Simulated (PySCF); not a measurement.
beryllium atom (Be), singlet; BLYP/cc-pVTZ run with PySCF.

The PySCF input:
```python
from pyscf import gto, scf, dft

mol = gto.M(
    atom='''
Be    0.00000000    0.00000000    0.00000000
''',
    basis='cc-pvtz',
    verbose=4,
)

mf = dft.RKS(mol)
mf.xc = 'blyp'
mf.diis_space = 12
mf.kernel()
```

What the program printed (banner, timings and long lists left out):

```
PySCF version 2.14.0

[INPUT] verbose = 4
[INPUT] num. atoms = 1
[INPUT] num. electrons = 4
[INPUT] charge = 0
[INPUT] spin (= nelec alpha-beta = 2S) = 0
[INPUT] symmetry False subgroup None
[INPUT] Mole.unit = angstrom
[INPUT] Symbol           X                Y                Z      unit          X                Y                Z       unit  Magmom
[INPUT]  1 Be     0.000000000000   0.000000000000   0.000000000000 AA    0.000000000000   0.000000000000   0.000000000000 Bohr   0.0

nuclear repulsion = 0
number of shells = 9
number of NR pGTOs = 43
number of NR cGTOs = 30
basis = cc-pvtz
ecp = {}

******** <class 'pyscf.dft.rks.RKS'> ********
method = RKS
initial guess = minao
damping factor = 0
level_shift factor = 0
DIIS = <class 'pyscf.scf.diis.CDIIS'>
diis_start_cycle = 1
diis_space = 12
diis_damp = 0
SCF conv_tol = 1e-09
SCF conv_tol_grad = None
SCF max_cycles = 50
direct_scf = True
direct_scf_tol = 1e-13
XC library pyscf.dft.libxc version 7.1.2
    S. Lehtola, C. Steigemann, M. J. T. Oliveira, and M. A. L. Marques,  SoftwareX 7, 1–5 (2018)
XC functionals = blyp
    A. D. Becke,  Phys. Rev. A 38, 3098 (1988)
    C. Lee, W. Yang, and R. G. Parr,  Phys. Rev. B 37, 785 (1988)
    B. Miehlich, A. Savin, H. Stoll, and H. Preuss,  Chem. Phys. Lett. 157, 200 (1989)
radial grids:
    Treutler-Ahlrichs [JCP 102, 346 (1995); DOI:10.1063/1.469408] (M4) radial grids

becke partition: Becke, JCP 88, 2547 (1988); DOI:10.1063/1.454033
pruning grids: <function nwchem_prune>
grids dens level: 3
symmetrized grids: False
atomic radii adjust function: <function treutler_atomic_radii_adjust>
small_rho_cutoff = 0
Set gradient conv threshold to 3.16228e-05
Initial guess from minao.
tot grids = 13728
init E= -14.6577375894882
  HOMO = -0.19357803605289  LUMO = -0.0635302632644853  gap/eV = 3.53878
cycle= 1 E= -14.6600498483485  delta_E= -0.00231  |g|= 0.0133  |ddm|= 0.313
  HOMO = -0.203246498267411  LUMO = -0.0720790962607042  gap/eV = 3.56925
cycle= 2 E= -14.6601107119646  delta_E= -6.09e-05  |g|= 0.00415  |ddm|= 0.0372
  HOMO = -0.200882051690356  LUMO = -0.0700407516577393  gap/eV = 3.56037
cycle= 3 E= -14.6601192244425  delta_E= -8.51e-06  |g|= 0.000107  |ddm|= 0.0105
  HOMO = -0.200973214922325  LUMO = -0.0701220619545976  gap/eV = 3.56064
cycle= 4 E= -14.6601192336635  delta_E= -9.22e-09  |g|= 8.08e-07  |ddm|= 0.000347
  HOMO = -0.200974207961139  LUMO = -0.0701230501050826  gap/eV = 3.56064
cycle= 5 E= -14.6601192336638  delta_E= -2.97e-13  |g|= 1.15e-09  |ddm|= 1.88e-06
  HOMO = -0.200974209260524  LUMO = -0.0701230511565316  gap/eV = 3.56064
Extra cycle  E= -14.6601192336638  delta_E= -5.33e-15  |g|= 2.73e-10  |ddm|= 7.94e-09
converged SCF energy = -14.6601192336638
```
